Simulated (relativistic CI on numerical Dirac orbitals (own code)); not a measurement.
**Mo5+: 4p photoemission**

Computed with this model: Dirac-Coulomb-Breit CI, orbitals from a KLI potential per configuration, model QED (radiative potential, 1s self-energy scaled to tabulated hydrogen-like ionisation energies), multiplet model of photoemission in the sudden approximation, unscaled Slater integrals; configurations [Kr] 4d → [Ar] 3d10 4s2 4p5 4d; 300 K; Lorentzian 1.68 eV and Gaussian 0.6 eV FWHM. Energies are those of the free ion, without screening or charge transfer. The energies are binding energies and can lie tens of eV above those of solids. S is read from ⟨S²⟩ = S(S + 1).

Field parameters in Wybourne normalisation: D3d B²₀ = −7Dσ, B⁴₀ = −14Dq − 21Dτ, B⁴₃ = −14√(10/7) Dq. The field is a parameter set, without covalency.

Computed curve for free ion, scaled to 100 at the maximum (points under 2 are left out and the grid is thinned):

```tsv
Energy (eV)	Intensity
98.4	2.0
99.0	2.4
99.8	2.9
100.4	3.5
101.2	4.6
101.8	5.9
102.4	7.9
103.2	12.9
103.8	20.7
104.6	40.8
105.2	53.6
106.0	66.5
106.6	89.6
107.2	100.0
108.0	72.6
108.6	53.8
109.4	63.1
110.0	80.3
110.6	66.7
111.4	35.7
112.0	21.3
112.8	11.6
113.4	8.2
114.0	6.2
114.8	4.5
115.4	3.7
116.2	3.0
116.8	2.7
117.4	2.4
118.2	2.2
118.8	2.2
119.6	2.4
120.2	2.9
121.0	4.7
121.6	8.0
122.2	13.2
123.0	11.3
123.6	6.2
124.4	3.1
125.0	2.1
```

The ground state has S = 0.50, and the centroid lies at 108.78 eV.
